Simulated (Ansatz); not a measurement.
CuBrO₃H₆, that is [Cu(H2O)3Br]+ with one electron more. The state is a triplet with charge 0. Geometry PBE0-D4/def2-SVP, that of the charge +1 doublet; atoms count from 1.

```xyz
11

Cu   -0.087   -0.007   -0.337
O     0.230    1.973   -0.386
H    -0.213    2.305   -1.188
H     1.148    2.280   -0.453
O     0.404    0.025    1.618
H     0.359    0.799    2.194
H     0.771   -0.712    2.124
O    -0.369   -1.985   -0.174
H    -0.402   -2.337   -1.082
H    -1.178   -2.299    0.258
Br   -0.663   -0.042   -2.575
```

At PBE0-D4/def2-TZVP a singlet of charge 0 lies 2.61 eV below the triplet at the same geometry.

**Question.** Estimate the Mulliken populations from the PBE0/def2-TZVP orbitals of Ansatz.

**Answer.** 
```tsv
atom	charge (e)	spin (α − β)	d electrons
Cu1	-0.10	1.38	9.43
O2	-0.41	-0.03	–
H3	0.36	0.03	–
H4	0.28	0.11	–
O5	-0.43	-0.11	–
H6	0.23	0.16	–
H7	0.23	0.16	–
O8	-0.41	-0.03	–
H9	0.36	0.03	–
H10	0.28	0.11	–
Br11	-0.39	0.18	–
```
Mulliken values depend strongly on the basis.

**Question.** Where does the spin sit?

**Answer.** Summed by element: Cu 1.38, O -0.17, H 0.60, Br 0.18, of 2 unpaired in all. Largest on single atoms: Cu1 1.38, Br11 0.18, H7 0.16.

**Question.** And the Mayer bond orders between heavy atoms (over 0.3)?

**Answer.** Cu1–Br11 0.82 (2.31 Å).
